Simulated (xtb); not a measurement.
TeHI, SMILES [TeH]I. All values are semi-empirical tight-binding results from xtb (GFN2-xTB unless named), good for trends rather than for accurate numbers. The structure is a stationary point at GFN2-xTB.

* **point group as xtb finds it**: Cs
* **orbital gap**: 3.00 eV
* **zero-point energy**: 4.0 kcal/mol
* **G − E(el) at 298.15 K (modified RRHO)**: -13.9 kcal/mol
* **static polarisability (D4 model)**: 73.9 bohr³
* **solvation energy, GFN2-xTB/ALPB(water)**: -2.3 kcal/mol
* **solvation energy, GFN2-xTB/ALPB(octanol)**: -4.7 kcal/mol
